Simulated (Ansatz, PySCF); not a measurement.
Gas-phase reaction 2 R1 + 2 R2 + R3 → 4 P1 + P2, each structure at its B3LYP-D3(BJ)/def2-TZVP stationary point, reached from a drawn start (curvature not checked).
P1, H2 (SMILES [H][H]) (charge 0, multiplicity 1):
```xyz
2

H      0.00000     0.00000     0.37199
H      0.00000     0.00000    -0.37199
```
R1: HCl (SMILES Cl), charge 0, multiplicity 1.
R2: HF (SMILES F), charge 0, multiplicity 1.
R3: SiH4 (SMILES [SiH4]), charge 0, multiplicity 1.
P2: Cl2F2Si (SMILES F[Si](F)(Cl)Cl), charge 0, multiplicity 1.

P less R. No zero-point or thermal terms.

Frozen-core correlation throughout.

Codes used: Ansatz (Gaussian orbitals); PySCF for the D3/D4 terms. No computed number here is a measurement.

PBE/def2-TZVPP gives -374.4 kJ/mol for the reaction energy.

**Question.** Where do these levels fall relative to PBE: PBE-D3(BJ)/def2-TZVPP, r2SCAN/def2-TZVPP, PBE0/def2-TZVPP, wB97M-V/def2-TZVPP, B2PLYP/def2-TZVPP, MP2/cc-pV(Q+d)Z, CCSD(T)/cc-pV(Q+d)Z.

**Answer.** PBE-D3(BJ)/def2-TZVPP -6.9; r2SCAN/def2-TZVPP -46.4; PBE0/def2-TZVPP 4.1; wB97M-V/def2-TZVPP -29.4; B2PLYP/def2-TZVPP -19.0; MP2/cc-pV(Q+d)Z -49.8; CCSD(T)/cc-pV(Q+d)Z -25.6 kJ/mol. 1 of 7 lie above PBE; the widest gap is to MP2/cc-pV(Q+d)Z.

Ansatz is an electronic-structure program.
